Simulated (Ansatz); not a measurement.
Relaxation of ClH2InO2 (6 atoms, charge 0, multiplicity 1), to a largest force component of 0.02 eV/Å in at most 40 steps.

Theory: RKS PBE-D4/def2-SVP (Ansatz).

```xyz
6
Properties=species:S:1:pos:R:3
In 0.000 0.000 0.000
O 0.000 0.000 1.990
H -0.909 -0.281 2.327
Cl 2.113 0.000 -1.220
O -1.723 0.000 -0.995
H -2.233 -0.847 -0.786
```

Task: Where does it end, and by what steps?

Result: The forces met the threshold. The force dipped under the threshold on the way, but the program's further checks kept it going. After 15 steps the energy has fallen by 0.193 eV; O5 moved furthest, 0.45 Å.

```json
{"step": "0", "energy less start (eV)": "0.0000", "largest force component (eV/Å)": "1.234", "accepted": "yes"}
{"step": "1", "energy less start (eV)": "-0.0418", "largest force component (eV/Å)": "2.537", "accepted": "yes"}
{"step": "2", "energy less start (eV)": "-0.1367", "largest force component (eV/Å)": "1.280", "accepted": "yes"}
{"step": "3", "energy less start (eV)": "-0.1787", "largest force component (eV/Å)": "0.200", "accepted": "yes"}
{"step": "4", "energy less start (eV)": "-0.1816", "largest force component (eV/Å)": "0.196", "accepted": "yes"}
{"step": "5", "energy less start (eV)": "-0.1831", "largest force component (eV/Å)": "0.298", "accepted": "yes"}
{"step": "6", "energy less start (eV)": "-0.1833", "largest force component (eV/Å)": "0.314", "accepted": "yes"}
{"step": "7", "energy less start (eV)": "-0.1840", "largest force component (eV/Å)": "0.343", "accepted": "yes"}
{"step": "8", "energy less start (eV)": "-0.0869", "largest force component (eV/Å)": "1.972", "accepted": "no"}
{"step": "9", "energy less start (eV)": "-0.1920", "largest force component (eV/Å)": "0.018", "accepted": "yes"}
{"step": "10", "energy less start (eV)": "-0.1592", "largest force component (eV/Å)": "1.011", "accepted": "no"}
{"step": "11", "energy less start (eV)": "-0.1921", "largest force component (eV/Å)": "0.020", "accepted": "yes"}
{"step": "12", "energy less start (eV)": "-0.1927", "largest force component (eV/Å)": "0.003", "accepted": "yes"}
{"step": "13", "energy less start (eV)": "-0.1920", "largest force component (eV/Å)": "0.153", "accepted": "no"}
{"step": "14", "energy less start (eV)": "-0.1927", "largest force component (eV/Å)": "0.048", "accepted": "yes"}
{"step": "15", "energy less start (eV)": "-0.1927", "largest force component (eV/Å)": "0.011", "accepted": "yes"}
```

```xyz
6
Properties=species:S:1:pos:R:3
In -0.001 -0.126 -0.023
O 0.055 -0.088 1.993
H -0.845 -0.221 2.350
Cl 2.053 0.177 -1.113
O -1.607 -0.377 -1.219
H -2.409 -0.493 -0.671
```

Run time: 16 s on 1 thread of AMD EPYC 9R45 96-Core Processor (Zen 5) (shared host), peak memory 0.14 GiB.
